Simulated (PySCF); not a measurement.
CdH2S, SMILES [CdH][SH]. Atoms are numbered in the order given.

```xyz
4

Cd     0.0002     0.5807     0.0000
H      0.0332     2.2431     0.0000
S     -0.0813    -1.7641     0.0000
H      1.2569    -1.8904     0.0000
```
Charge 0, spin multiplicity 1.

Geometry: PBE0-D3(BJ)/def2-TZVP. The def2 effective core potentials stand for the cores of Cd; spin–orbit coupling is left out.

The numbers are results of PySCF with PBE/def2-TZVPD, not measurements.

Mulliken values depend strongly on the basis, most of all with diffuse functions as here. ESP charges are fitted to the potential on shells at 1.4 to 2.0 van der Waals radii. Atomic charges (e):

| atom | Mulliken | ESP fit |
|---|---|---|
| Cd1 | 0.34 | 0.50 |
| H2 | -0.03 | -0.21 |
| S3 | -0.49 | -0.42 |
| H4 | 0.18 | 0.13 |
